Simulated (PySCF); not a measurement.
# Telling isomers of C₇H₅FO₂ apart by NMR

PySCF calculation with spin–spin couplings from B3LYP/pcJ-1 (spin–dipole term left out of most H,H and C,H couplings), PBE0-D3(BJ)/def2-SVP geometry and GIAO PBE0/pcSseg-1 shieldings; one conformer, non-relativistic Hamiltonian, no solvent model, equivalent nuclei averaged.

δ = σ(ref) − σ, references computed at the same level: 1H (σ = 31.27 ppm) and 13C (σ = 184.41 ppm) against TMS. Multiplet labels drop J under 1 Hz and among equivalent protons, and merge close values. Unscaled 3J(H,H) run several per cent high. One-bond C–F couplings are unscaled and too large by tens of Hz. Acid and N–H amide carbonyl carbons lie up to 10 ppm further downfield in solution (hydrogen bonding). Shifts are as computed. Against solution values, carbons near 30 ppm lie about +2 ppm off and those near 130 ppm about +5 ppm. Of 1211 compounds with measured shifts, 218 miss one by over three times the rms of a fit or turn the order of signals round; such compounds aren't used in these exercises. OH and NH positions are gas-phase values without hydrogen bonding to other molecules.

(1) Tabulate the signals of `O=C(O)c1cccc(F)c1`, `O=C(F)c1ccc(O)cc1`, `O=C(O)c1ccccc1F` and their relative energies.

(2) What is the quickest way to tell O=C(O)c1cccc(F)c1 from O=C(O)c1ccccc1F?

(3) What is the quickest way to tell O=C(F)c1ccc(O)cc1 from O=C(O)c1ccccc1F?

(4) What is the quickest way to tell O=C(O)c1cccc(F)c1 from O=C(F)c1ccc(O)cc1?

## Answers

(1) 
```json
{"SMILES": "O=C(O)c1cccc(F)c1", "carbon types": "3×C 4×CH", "δC": "169.9, 167.9, 135.2, 134.4, 132.7, 126.2, 122.4", "δH": "8.24 (dd, 1H), 7.89 (ddd, 1H), 7.59 (td, 1H), 7.37 (ddd, 1H), 5.94 (br s, 1H)", "E rel. (kcal/mol)": "0.0"}
{"SMILES": "O=C(F)c1ccc(O)cc1", "carbon types": "3×C 4×CH", "δC": "167.1, 162.5, 141.0, 121.2, 118.4", "δH": "8.18 (d, 2H), 6.85 (dd, 2H), 4.41 (br s, 1H)", "E rel. (kcal/mol)": "1.2"}
{"SMILES": "O=C(O)c1ccccc1F", "carbon types": "3×C 4×CH", "δC": "170.7, 167.8, 141.8, 141.3, 128.2, 122.0, 119.5", "δH": "8.52 (ddd, 1H), 7.63 (m, 1H), 7.35 (dd, 1H), 7.21 (dd, 1H), 6.20 (br s, 1H)", "E rel. (kcal/mol)": "2.9"}
```

Energies are electronic energies at PBE0/pcSseg-1 on these geometries, without zero-point or thermal terms, each for the one conformer computed, which needn't be the lowest.

(2) Both give the same number of carbon signals, with the same numbers of each carbon type, so the positions decide. The first has a substituted aromatic carbon (C) at 134.4 ppm, the second a substituted aromatic carbon (C) at 119.5 ppm. Their most deshielded carbons lie at 169.9 and 170.7 ppm.

(3) Count the carbon signals: 5 against 7. The first has a carbonyl carbon (C) at 162.5 ppm, the second an aromatic CH at 128.2 ppm. Their most deshielded carbons lie at 167.1 and 170.7 ppm.

(4) Count the carbon signals: 7 against 5. The first has a substituted aromatic carbon (C) at 134.4 ppm, the second a substituted aromatic carbon (C) at 121.2 ppm. Their most deshielded carbons lie at 169.9 and 167.1 ppm.
